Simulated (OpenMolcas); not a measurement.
**Setting up triplet Ge2SiH8 in OpenMolcas**

Ge2SiH8 has 11 atoms, charge 0, and is taken as a triplet. As SMILES of the parent species, `[GeH3][SiH2][GeH3]`. The coordinates come from a PBE0-D4/def2-TZVP relaxation. That shape belongs to the parent species and isn't relaxed for this state.

```xyz
11

Ge   -1.3148    1.3291   -0.6481
Si   -0.4203   -0.8501   -0.3181
Ge    1.6312   -0.7359    0.8804
H    -2.6434    1.2778   -1.4213
H    -0.3212    2.1934   -1.4427
H    -1.5663    2.0081    0.7089
H    -0.1899   -1.4986   -1.6384
H    -1.3957   -1.6784    0.4430
H     1.4059   -0.0772    2.2519
H     2.6520    0.1106    0.1012
H     2.2278   -2.1357    1.1038
```

Settings wanted:

```
method                    : HF
reference                 : UHF
symmetry                  : none
basis set                 : STO-3G
task                      : energy
nucleus                   : point
SCF convergence threshold : 1e-10
```

Question: Give an OpenMolcas 26.06 job that does this.

Answer: This one ran through:

input.xyz:
```
11

Ge    -1.314800     1.329100    -0.648100
Si    -0.420300    -0.850100    -0.318100
Ge     1.631200    -0.735900     0.880400
H     -2.643400     1.277800    -1.421300
H     -0.321200     2.193400    -1.442700
H     -1.566300     2.008100     0.708900
H     -0.189900    -1.498600    -1.638400
H     -1.395700    -1.678400     0.443000
H      1.405900    -0.077200     2.251900
H      2.652000     0.110600     0.101200
H      2.227800    -2.135700     1.103800
```

job.input:
```
&GATEWAY
BasLib
$CurrDir
Coord
input.xyz
Basis
STO-3G
Group
NoSym
&SEWARD
&SCF
UHF
Spin
3
Thresholds
1e-10 1e-07 1e-07 1e-05
PrOrbitals
0
```

```bash
$ export MOLCAS_MEM=1860
$ pymolcas job.input > job.log
```

(Basis files named in the input come from the Basis Set Exchange and aren't shown.)

Calculated total energy: -4393.46147 Eh. This may not be the lowest SCF solution.
